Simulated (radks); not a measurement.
The numbers below are computed, except where a source is named.
The nuclear charge of the selenium ion Se2+ is varied continuously with 32 electrons held in [Ar] 3d10 4s2 4p2. Code: a radial shooting solver on a logarithmic mesh with Libxc functionals. Model: non-relativistic Kohn-Sham, r2SCAN, spin-unpolarised, spherical densities, point nucleus; meta-GGA in the generalised Kohn-Sham scheme. By the Hellmann-Feynman theorem dE/dZ = E(electron-nucleus)/Z, the electronic potential at the nucleus.

Z = 33.5: E (hartree) -2317.07945; E(electron-nucleus)/Z (hartree) -164.893; HOMO 4p; e(HOMO) (eV) -19.236; <r> HOMO (bohr) 2.128
Z = 33.75: E (hartree) -2358.50123; E(electron-nucleus)/Z (hartree) -166.481; HOMO 4p; e(HOMO) (eV) -22.341; <r> HOMO (bohr) 2.054
Z = 34: E (hartree) -2400.31984; E(electron-nucleus)/Z (hartree) -168.068; HOMO 4p; e(HOMO) (eV) -25.591; <r> HOMO (bohr) 1.987
Z = 34.25: E (hartree) -2442.53490; E(electron-nucleus)/Z (hartree) -169.653; HOMO 4p; e(HOMO) (eV) -28.982; <r> HOMO (bohr) 1.926
Z = 34.5: E (hartree) -2485.14607; E(electron-nucleus)/Z (hartree) -171.236; HOMO 4p; e(HOMO) (eV) -32.511; <r> HOMO (bohr) 1.870
Z = 34.75: E (hartree) -2528.15303; E(electron-nucleus)/Z (hartree) -172.819; HOMO 4p; e(HOMO) (eV) -36.175; <r> HOMO (bohr) 1.817
Z = 35: E (hartree) -2571.55551; E(electron-nucleus)/Z (hartree) -174.401; HOMO 4p; e(HOMO) (eV) -39.971; <r> HOMO (bohr) 1.769

The central difference of E at Z = 34 is -168.067 hartree, to compare with the third column; the second derivative is -6.34 hartree.
